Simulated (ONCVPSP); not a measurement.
# Reading a pseudo-wave (manganese (Mn))

Columns: radius, all-electron u(r) and pseudo u(r) of the 3d shell (level -6.77 eV) of manganese in the configuration [Ne] 3s2 3p6 3d5 4s2; PBE, scalar-relativistic, ONCV scheme, ONCVPSP 4.0.1.

| r (bohr) | all-electron | pseudo |
| --- | --- | --- |
| 0.085 | 0.0402 | 0.0045 |
| 0.170 | 0.1804 | 0.0340 |
| 0.255 | 0.3633 | 0.1062 |
| 0.340 | 0.5372 | 0.2257 |
| 0.425 | 0.6779 | 0.3836 |
| 0.510 | 0.7801 | 0.5598 |
| 0.595 | 0.8458 | 0.7290 |
| 0.680 | 0.8800 | 0.8680 |
| 0.765 | 0.8894 | 0.9607 |
| 0.850 | 0.8807 | 1.0020 |
| 0.935 | 0.8595 | 0.9961 |
| 1.020 | 0.8300 | 0.9551 |
| 1.105 | 0.7953 | 0.8933 |
| 1.190 | 0.7579 | 0.8244 |
| 1.275 | 0.7192 | 0.7580 |
| 1.360 | 0.6804 | 0.6993 |
| 1.445 | 0.6423 | 0.6495 |
| 1.530 | 0.6053 | 0.6072 |
| 1.615 | 0.5699 | 0.5701 |
| 1.700 | 0.5360 | 0.5360 |
| 1.785 | 0.5040 | 0.5040 |
| 1.870 | 0.4737 | 0.4737 |
| 1.955 | 0.4451 | 0.4451 |
| 2.040 | 0.4183 | 0.4183 |
| 2.125 | 0.3931 | 0.3931 |
| 2.210 | 0.3694 | 0.3694 |

Problem. How many radial nodes do the two functions have?

Solution. The all-electron 3d function has n − l − 1 = 0; the pseudo-wave has 0.

Problem. At about which radius was the pseudo-wave matched?

Solution. 1.70 bohr, where the columns begin to agree (steps of 0.09 bohr).

Problem. Is the pseudo-wave norm-conserving?

Solution. Yes: the ONCV scheme keeps the norm inside the radius equal to the all-electron one, which fixes the energy derivative of the logarithmic derivative at the level.
